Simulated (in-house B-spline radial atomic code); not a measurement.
# Binding energies in neutral dysprosium

NIST's tabulated ground configuration is [Xe] 4f10 6s2; each binding energy is the energy of the ion with one electron taken from that subshell, relaxed, less that of the parent. Method: Dirac-Kohn-Sham PBE0, spherical fractional occupations, Fermi nucleus of rms radius 5.2218 fm. Calculated with an all-electron radial atomic-structure program (B-spline basis). Energies include first-order Breit, QED and recoil terms.

Caution: exact exchange at fractional occupations of open shells leaves self-interaction of up to several eV.

```json
{"subshell": "1s", "X-ray name": "K", "binding energy (eV)": "53921.2", "-ε (eV)": "53721.0", "relaxation (eV)": "-411.9"}
{"subshell": "2s", "X-ray name": "L1", "binding energy (eV)": "9013.6", "-ε (eV)": "8973.8", "relaxation (eV)": "-67.2"}
{"subshell": "2p1/2", "X-ray name": "L2", "binding energy (eV)": "8591.2", "-ε (eV)": "8529.9", "relaxation (eV)": "-87.7"}
{"subshell": "2p3/2", "X-ray name": "L3", "binding energy (eV)": "7797.7", "-ε (eV)": "7729.1", "relaxation (eV)": "-86.0"}
{"subshell": "3s", "X-ray name": "M1", "binding energy (eV)": "2022.5", "-ε (eV)": "2011.7", "relaxation (eV)": "-16.1"}
{"subshell": "3p1/2", "X-ray name": "M2", "binding energy (eV)": "1830.6", "-ε (eV)": "1818.0", "relaxation (eV)": "-17.5"}
{"subshell": "3p3/2", "X-ray name": "M3", "binding energy (eV)": "1666.7", "-ε (eV)": "1650.8", "relaxation (eV)": "-18.8"}
{"subshell": "3d3/2", "X-ray name": "M4", "binding energy (eV)": "1340.4", "-ε (eV)": "1318.9", "relaxation (eV)": "-23.2"}
{"subshell": "3d5/2", "X-ray name": "M5", "binding energy (eV)": "1305.2", "-ε (eV)": "1282.5", "relaxation (eV)": "-23.8"}
{"subshell": "4s", "X-ray name": "N1", "binding energy (eV)": "410.3", "-ε (eV)": "405.0", "relaxation (eV)": "-6.4"}
{"subshell": "4p1/2", "X-ray name": "N2", "binding energy (eV)": "333.5", "-ε (eV)": "328.1", "relaxation (eV)": "-6.4"}
{"subshell": "4p3/2", "X-ray name": "N3", "binding energy (eV)": "297.5", "-ε (eV)": "290.7", "relaxation (eV)": "-7.4"}
{"subshell": "4d3/2", "X-ray name": "N4", "binding energy (eV)": "170.8", "-ε (eV)": "163.8", "relaxation (eV)": "-7.3"}
{"subshell": "4d5/2", "X-ray name": "N5", "binding energy (eV)": "164.5", "-ε (eV)": "157.0", "relaxation (eV)": "-7.6"}
{"subshell": "5s", "X-ray name": "O1", "binding energy (eV)": "56.88", "-ε (eV)": "52.17", "relaxation (eV)": "-4.87"}
{"subshell": "5p1/2", "X-ray name": "O2", "binding energy (eV)": "35.21", "-ε (eV)": "30.78", "relaxation (eV)": "-4.53"}
{"subshell": "5p3/2", "X-ray name": "O3", "binding energy (eV)": "30.75", "-ε (eV)": "25.99", "relaxation (eV)": "-4.80"}
{"subshell": "4f", "X-ray name": "N6,7", "binding energy (eV)": "11.34", "-ε (eV)": "4.22", "relaxation (eV)": "-7.00"}
{"subshell": "6s", "X-ray name": "P1", "binding energy (eV)": "6.44", "-ε (eV)": "4.27", "relaxation (eV)": "-2.18"}
```

Relaxation = -ε minus the binding energy without Breit, QED and recoil terms. With a density functional, K lines can miss by some tenths of a per cent, more in light atoms. For a density functional the relaxation so defined is negative, because -ε of a Kohn-Sham level is smaller than the binding energy.

Emission lines follow as differences of binding energies, with λ = 12398.42 eV·Å / E:

| line | holes | energy (eV) | wavelength (Å) |
| --- | --- | --- | --- |
| K-L3 | 1s → 2p3/2 | 46123.5 | 0.26881 |
| K-L2 | 1s → 2p1/2 | 45330.0 | 0.27351 |
| K-M3 | 1s → 3p3/2 | 52254.5 | 0.23727 |
| L3-M5 | 2p3/2 → 3d5/2 | 6492.5 | 1.9097 |
| L2-M4 | 2p1/2 → 3d3/2 | 7250.8 | 1.7099 |
| L1-M3 | 2s → 3p3/2 | 7346.9 | 1.6876 |
| L3-M1 | 2p3/2 → 3s | 5775.2 | 2.1468 |
| L2-N4 | 2p1/2 → 4d3/2 | 8420.4 | 1.4724 |

Task: What screening constant σ does Moseley's law, E = (3/4)·13.6057 eV·(Z - σ)², need for K-L3?

Result: σ = -1.23.

Moseley's non-relativistic formula needs a falling, then negative, screening constant for heavy elements, because relativity binds the 1s electron more strongly than the formula allows.

Task: What does it cost to remove both a 2p1/2 and a 4p1/2 electron?

Result: 8952.1 eV, which is 27.33 eV more than the two single binding energies together.

Task: What does it cost to remove both a 4p3/2 and a 5p1/2 electron?

Result: 345.99 eV, which is 13.22 eV more than the two single binding energies together.

Task: What does it cost to remove both a 2p1/2 and a 4p3/2 electron?

Result: 8914.9 eV, which is 26.14 eV more than the two single binding energies together.
